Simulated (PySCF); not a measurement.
C4H3BCl2O.
Geometry (GFN2-xTB, Å), atoms numbered from 1 in this order:
```
atom  x, y, z in Å
Cl1    2.9121   -1.4116    0.0791
B2     2.0653    0.0849    0.1730
Cl3    2.9449    1.5446    0.4009
C4     0.5367    0.0877    0.0502
C5    -0.3541   -0.9570   -0.1328
C6    -1.6408   -0.3981   -0.1763
C7    -1.4607    0.9488   -0.0189
O8    -0.1740    1.2480    0.1159
H9    -0.0910   -1.9913   -0.2213
H10   -2.5700   -0.9132   -0.3060
H11   -2.1628    1.7598    0.0103
```

The closed-shell ground state was solved at several levels (PySCF, density fitting, gas phase, non-relativistic).

```json
{"level": "PBE0/pcSseg-1", "basis functions": "165", "HOMO (eV)": "-7.31", "LUMO (eV)": "-1.95", "gap (eV)": "5.36", "dipole (D)": "2.97"}
{"level": "CAM-B3LYP/def2-SVPD", "basis functions": "201", "HOMO (eV)": "-8.50", "LUMO (eV)": "-0.94", "gap (eV)": "7.56", "dipole (D)": "2.84"}
```

Question: What might PBE0/def2-SVPD (201 basis functions) give for the same quantities?

Answer: HOMO -7.30 eV, LUMO -2.01 eV, gap 5.29 eV, dipole 2.91 D.

Question: Over all these levels, which gives the widest orbital gap and which the narrowest?

Answer: CAM-B3LYP/def2-SVPD (range-separated hybrid) has the widest, 7.56 eV, and PBE0/def2-SVPD (global hybrid, 25 % exact exchange) the narrowest, 5.29 eV. The two share the basis. From the narrowest to the widest the HOMO moves by -1.20 eV and the LUMO by +1.07 eV.

Question: How far do the dipole and the HOMO energy spread over the levels?

Answer: The dipole runs from 2.84 to 2.97 D (mean 2.91 D) and the HOMO from -8.50 to -7.30 eV.
